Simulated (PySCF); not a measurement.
**Optical rotation: SMILES O=CC1=C=CCCCCCC1, C₁₀H₁₄O**

Geometry:
```
atom   x (Å)   y (Å)   z (Å)
  O1   3.184  -2.208  -1.043
  C2   2.884  -1.095  -0.687
  C3   1.726  -0.789   0.183
  C4   1.482   0.479   0.467
  C5   1.123   1.712   0.711
  C6   0.139   2.478  -0.150
  C7  -1.278   1.893  -0.180
  C8  -1.350   0.439  -0.663
  C9  -1.366  -0.627   0.449
 C10  -0.583  -1.908   0.132
 C11   0.854  -1.927   0.663
 H12   3.477  -0.200  -1.002
 H13   1.531   2.203   1.605
 H14   0.102   3.521   0.200
 H15   0.525   2.514  -1.183
 H16  -1.739   1.977   0.819
 H17  -1.878   2.539  -0.841
 H18  -2.250   0.306  -1.285
 H19  -0.505   0.251  -1.347
 H20  -2.414  -0.884   0.670
 H21  -0.974  -0.195   1.384
 H22  -0.576  -2.080  -0.958
 H23  -1.099  -2.779   0.566
 H24   0.829  -1.914   1.765
 H25   1.354  -2.859   0.361
```

Computed with TDDFT CAM-B3LYP/def2-SVP circular dichroism and optical rotation, one conformer, gas phase in PySCF. Geometry: PBE0-D3(BJ)/def2-SVP.

No stereocentre is labelled: unless the shape is locked (an allene, a helicene, a hindered biaryl), the mirror image is equally populated and a measured rotation or CD is zero.

(1) What is the specific rotation at 633, 589.3, 546, 436, 405, 365, 355 nm?

## Answers

(1) [α] in deg dm⁻¹ (g/mL)⁻¹:
```csv
λ (nm),origin-invariant length gauge,modified velocity gauge,length gauge (centre of mass),isotropic polarisability (au)
633,+289.6,+301.8,+299.5,111.5
589.3,+344.2,+357.1,+356.1,112.1
546,+416.2,+429.8,+431.1,112.7
436,+770.0,+782.5,+800.4,115.6
405,+969.2,+980.9,+1009.0,117.0
365,+1406.3,+1425.1,+1466.9,119.5
355,+1579.8,+1607.6,+1648.3,120.3
```

The shortest wavelength is close to the first absorption, where this undamped response comes out too large.

Problem. And for the mirror image at 589.3 nm?

Solution. -344.2 deg dm⁻¹ (g/mL)⁻¹ (origin-invariant length gauge): the same size and the opposite sign.

Problem. What is the molar rotation [Φ] = [α]·M/100 of the geometry above at 589.3 nm?

Solution. With M = 150.22 g/mol, +517.0 deg cm² dmol⁻¹ (origin-invariant length gauge).

The first excitation lies at 3.98 eV (312 nm) with R = +1.8 × 10⁻⁴⁰ esu² cm² (velocity form).
